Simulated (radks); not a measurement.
The numbers below are computed, except where a source is named.
The caesium ion Cs4+, 51 electrons, occupied as [Kr] 4d9.5 5s2 5p3 5d0.5 (fractional occupations, a model configuration).

Level of theory: Dirac Kohn-Sham, PBE, spin-unpolarised, spherical densities, point nucleus; open shells are shared between the two j in proportion to 2j + 1 (a radial shooting solver on a logarithmic mesh with Libxc functionals).

Energy parts (hartree):
part                       energy
total                  -7784.7257
kinetic                 8291.0958
electron-nucleus      -18839.6557
Hartree                 2954.7789
exchange-correlation    -190.9447

Orbitals (lengths in bohr, moments of r in powers of bohr):
orbital,occ.,eigenvalue (hartree),<1/r>,<r>,<r^2>,<r^4>
1s1/2,2,-1316.494,59.41,0.02611,0.0009249,2.245e-06
2s1/2,2,-208.0224,13.92,0.1117,0.01477,0.0003767
2p1/2,2,-195.8060,13.90,0.09403,0.01089,0.0002391
2p3/2,4,-182.8594,12.73,0.09992,0.01216,0.0002913
3s1/2,2,-44.72310,4.991,0.2986,0.1020,0.01583
3p1/2,2,-39.62262,4.902,0.2886,0.09681,0.01494
3p3/2,4,-37.14028,4.612,0.3004,0.1047,0.01737
3d3/2,4,-28.18434,4.471,0.2713,0.08702,0.01377
3d5/2,6,-27.65721,4.397,0.2750,0.08927,0.01443
4s1/2,2,-9.89488,2.042,0.6923,0.5409,0.4267
4p1/2,2,-8.05862,1.937,0.7171,0.5849,0.5135
4p3/2,4,-7.54672,1.844,0.7439,0.6292,0.5941
4d3/2,3.8,-4.55224,1.619,0.8188,0.7780,0.9902
4d5/2,5.7,-4.46587,1.596,0.8284,0.7963,1.037
5s1/2,2,-2.50800,0.8200,1.616,2.919,12.17
5p1/2,1,-1.99723,0.7368,1.782,3.558,18.37
5p3/2,2,-1.91363,0.7083,1.842,3.802,20.93
5d3/2,0.2,-1.19233,0.5494,2.346,6.211,57.54
5d5/2,0.3,-1.18151,0.5443,2.367,6.321,59.51

The highest occupied level is 5d5/2 at -32.150 eV. Summed over all electrons, <r^2> = 34.20 bohr^2, which gives a Langevin (diamagnetic) susceptibility term of -27.1 x 10^-6 cm^3/mol. The density falls to 0.001 e/bohr^3 at r = 3.55 bohr.
